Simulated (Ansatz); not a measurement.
One change: `[SiH3][S][GeH3]` becomes `CS[SiH3]`.

Ansatz, PBE0-D4/def2-TZVP geometries, multiplicity 1. 

Scalar relativity is left out up to krypton.

```
                                          property  `[SiH3][S][GeH3]`
             HOMO–LUMO gap (B3LYP/def2-TZVPP) / eV               6.66
                 LUMO energy (PBE/def2-TZVPP) / eV              -1.12
                LUMO energy (PBE0/def2-TZVPP) / eV              -0.25
    size of the dipole moment (PBE/def2-TZVPP) / D               1.08
             HOMO energy (ωB97M-V/def2-TZVPP) / eV              -9.53
size of the dipole moment (ωB97M-V/def2-TZVPP) / D               1.16
```

Q: Give the same properties after the change, and the shifts. (An estimate is asked.)

A: Computed: 
```csv
property,`CS[SiH3]`,shift
HOMO–LUMO gap (B3LYP/def2-TZVPP) / eV,6.66,0.00
LUMO energy (PBE/def2-TZVPP) / eV,-0.71,0.41
LUMO energy (PBE0/def2-TZVPP) / eV,0.16,0.41
size of the dipole moment (PBE/def2-TZVPP) / D,1.38,0.30
HOMO energy (ωB97M-V/def2-TZVPP) / eV,-9.14,0.39
size of the dipole moment (ωB97M-V/def2-TZVPP) / D,1.38,0.22
```

Dipoles are sizes alone; their direction can turn.

B3LYP here is the variant with VWN-RPA as its local correlation; programs differ in this.
